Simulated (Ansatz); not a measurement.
Z-matrix (Å, degrees):
```
C
C 1 1.521
Al 1 1.940 2 65.7
H 1 1.103 2 109.2 3 93.6
H 1 1.091 2 120.2 3 -136.8
N 2 1.260 1 133.3 3 155.3
H 3 1.580 1 150.2 2 -179.0
H 6 1.029 2 111.1 1 9.9
```

Total charge 0; spin multiplicity 1.

Q: List the PBE0/def2-TZVPP orbital energies in eV (Ansatz 0.2.0). (Best estimate.)

A: Ansatz gave: Occupied: -1528.35, -390.75, -279.04, -277.99, -114.23, -74.35, -74.16, -74.11, -24.88, -20.27, -15.26, -13.26, -12.10, -11.24, -9.90, -8.69, -7.13, -6.12. Lowest empty: -1.87, -0.44, -0.18, 0.50, 2.04, 2.42, 2.68, 3.09.
